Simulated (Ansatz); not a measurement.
CH$_{9}$NSi$_{2}$ (`CN[SiH2][SiH3]`), relaxed with RKS PBE-D4/def2-SVP in the Gaussian-basis code of Ansatz from a rough embedded geometry. The force threshold is 0.03 eV/Å; the program also tests the step.

Total charge 0; spin multiplicity 1.

Start:

```xyz
13

C    -0.843    1.513   -0.910
N    -0.516    0.159   -1.231
Si   -0.406   -1.053   -0.072
Si    1.254   -0.816    1.529
H    -1.795    1.661   -0.431
H    -0.946    2.102   -1.919
H    -0.086    2.033   -0.351
H     0.261    0.120   -1.812
H    -0.274   -2.370   -0.822
H    -1.742   -1.120    0.641
H     1.154    0.453    2.205
H     2.591   -0.784    0.765
H     1.347   -1.899    2.407
```

How much energy does the relaxation release, and in how many steps? (Best estimate.)

Computed: 53.69 kJ/mol, in 9 steps, 2 of them rejected.

Which bonds change most? (Best estimate.)

The calculation gave: Si4–H13 from 1.397 to 1.509 Å; N2–Si3 from 1.682 to 1.752 Å; Si4–H11 from 1.441 to 1.509 Å; C1–H6 from 1.173 to 1.112 Å.

Give the relaxed structure. (An estimate is asked.)

Computed: 
```xyz
13

C    -0.815    1.566   -0.956
N    -0.499    0.189   -1.299
Si   -0.417   -1.087   -0.102
Si    1.280   -0.832    1.535
H    -1.630    1.585   -0.201
H    -1.189    2.120   -1.845
H     0.036    2.154   -0.529
H     0.152    0.106   -2.086
H    -0.187   -2.375   -0.850
H    -1.742   -1.140    0.617
H     1.117    0.479    2.265
H     2.645   -0.825    0.892
H     1.249   -1.940    2.558
```
